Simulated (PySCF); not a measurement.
F3OSi, SMILES [O][Si](F)(F)F (connectivity only; charge and spin as stated), charge -1, multiplicity 1. Atoms are numbered in the order given.

```xyz
5

O      0.0000     0.0000     1.7250
Si     0.0000     0.0000     0.1758
F      1.2627     0.7290    -0.6023
F     -1.2627     0.7290    -0.6023
F      0.0000    -1.4580    -0.6023
```
Charge -1, spin multiplicity 1.

Geometry optimised at PBE0-D3(BJ)/def2-SVPD. The multiplicity is an assumed one; other spin states were not compared. The isomer is the one that the SMILES or the coordinates give; other isomers of the formula were not compared.

All values below come from PBE/def2-SVPD (PySCF).

Symmetry labels are those of the subgroup Cs that the program uses (full group C3v).

**Question.** List the valence orbital energies around the gap with their symmetry. (An estimate is asked for; the answer gives what the named calculation found.)

**Answer.** 
```csv
orbital,symmetry,energy (eV)
HOMO−7,A",-5.37
HOMO−6,A',-5.37
HOMO−5,A',-4.64
HOMO−4,A",-4.64
HOMO−3,A",-4.32
HOMO−2,A',-2.82
HOMO−1,A',-1.22
HOMO,A",-1.22
LUMO,A',3.78
LUMO+1,A',5.80
LUMO+2,A",5.80
LUMO+3,A',6.10
```
